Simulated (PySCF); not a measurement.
Working out the ionisation energy of Kr

Kr [Kr] (1S) → Kr⁺ [Ar] 3d10 4s2 4p5 (2P). Computed with PySCF 2.14 in aug-cc-pVQZ-PP with one added diffuse shell each of s, p, d, f, g type with ECP10MDF (8s7p6d4f3g, 114 functions), with scalar relativity through the core potential. Frozen: 3s2 3p6 3d10. Energies in hartree (1 hartree = 27.21139 eV):

```json
{"part": "UHF", "Kr (lower)": "-462.200062", "Kr⁺ (upper)": "-461.720940"}
{"part": "MP2 opposite-spin", "Kr (lower)": "-0.151665", "Kr⁺ (upper)": "-0.123426"}
{"part": "MP2 same-spin", "Kr (lower)": "-0.045504", "Kr⁺ (upper)": "-0.033228"}
```

Task: What does Hartree-Fock give?

Result: (-461.720940) − (-462.200062) = 0.479122 hartree = 13.038 eV.

Task: What do MP2 and SCS-MP2 (6/5 opposite-spin, 1/3 same-spin) give?

Result: The opposite-spin parts differ by 0.768 eV and the same-spin parts by 0.334 eV. MP2: 13.038 + (0.768) + (0.334) = 14.140 eV. SCS-MP2: 13.038 + 1.2 × (0.768) + (0.334)/3 = 14.071 eV.

Measured between the centres of the two terms (NIST): 14.222 eV, so MP2 (valence) is off by -0.082 eV.

What remains against the reference includes basis incompleteness, the frozen core and correlation beyond second order.
